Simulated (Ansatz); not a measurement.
Stepwise reaction of `C[SiH](Br)Br` with water, as a gas-phase model of exchange steps in deposition or etching. ΔE in kJ/mol; ΔG adds harmonic PBE0-D4 terms to CCSD(T)/CBS, at 1 bar.

Computed with Ansatz on PBE0-D4/def2-TZVP structures; ΔE is electronic, products minus reactants. CBS: MP2 limit from def2 TZ/QZ plus the TZ coupled-cluster correction, frozen cores. This one scheme is used for every species. DFT in def2-TZVPP. B3LYP here is the variant with VWN-RPA as its local correlation; programs differ in this. For Br outer-core shells are correlated without core-valence functions, which leaves a few kJ/mol of doubt a bond. Scalar relativity is left out up to krypton. Each species was taken in one conformer, which may not be the lowest.

| step | reaction | PBE-D4 | B3LYP-D4 | ωB97M-V | CCSD(T)/CBS | ΔG(600 K) |
| --- | --- | --- | --- | --- | --- | --- |
| 1 | `C[SiH](Br)Br` + H₂O → `C[SiH](O)Br` + HBr | 0.8 | -8.4 | -7.2 | -0.9 | -6.7 |

(1) Give the row of step 2, `C[SiH](O)Br` + H₂O → `C[SiH](O)O` + HBr. (Estimate.)

(2) By hand: ΔE of the 2 steps together at CCSD(T)/CBS.

## Answers

(1) Ansatz gave: 
| step | reaction | PBE-D4 | B3LYP-D4 | ωB97M-V | CCSD(T)/CBS | ΔG(600 K) |
| --- | --- | --- | --- | --- | --- | --- |
| 2 | `C[SiH](O)Br` + H₂O → `C[SiH](O)O` + HBr | 1.5 | -7.4 | -6.0 | -1.4 | -3.6 |

(2) (-0.9) + (-1.4) = -2.3 kJ/mol, or -1.1 kJ/mol a step.

In ΔE the steps differ by no more than 0.5 kJ/mol. ΔG lies between -6.7 and -3.6 kJ/mol a step. PBE-D4 differs from CCSD(T)/CBS by 1.7 to 2.9 kJ/mol a step. Isolated molecules leave out the surface, adducts and barriers. Largest T1 diagnostic: 0.011.
